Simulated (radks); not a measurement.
The numbers below are computed, except where a source is named.
Problem. The table gives one normalised radial function P(r) = r R(r) of Li+ in [He] (r in bohr). Code: a radial shooting solver on a logarithmic mesh with Libxc functionals. Model: non-relativistic Kohn-Sham, LDA (Slater exchange, VWN5 correlation), spin-polarised, spherical densities, point nucleus.

r	P
0.03394	0.2817
0.03983	0.3248
0.04637	0.3709
0.05441	0.4249
0.06335	0.4817
0.07434	0.5472
0.08724	0.6181
0.1016	0.6899
0.1192	0.7688
0.1387	0.8453
0.1628	0.9250
0.1911	1.0005
0.2224	1.0649
0.261	1.1202
0.3039	1.1567
0.3566	1.1732
0.4185	1.1631
0.4872	1.1262
0.5717	1.0573
0.6656	0.9648
0.781	0.8434
0.9093	0.7118
1.067	0.5659
1.252	0.4234
1.458	0.3011
1.711	0.1941
1.991	0.1172
2.337	0.0618

Which n and l does it have? It may be an empty orbital.

Solution. n = 1, l = 0: the number of nodes gives n - l - 1 = 0, the rise at small r (about r^(l+1)) gives l, and the extent must fit the shell. The curve is that of 1s. 1s: eigenvalue -59.600 eV, 0 radial nodes, <r> = 0.585 bohr, 90 % of the charge inside 1.06 bohr.
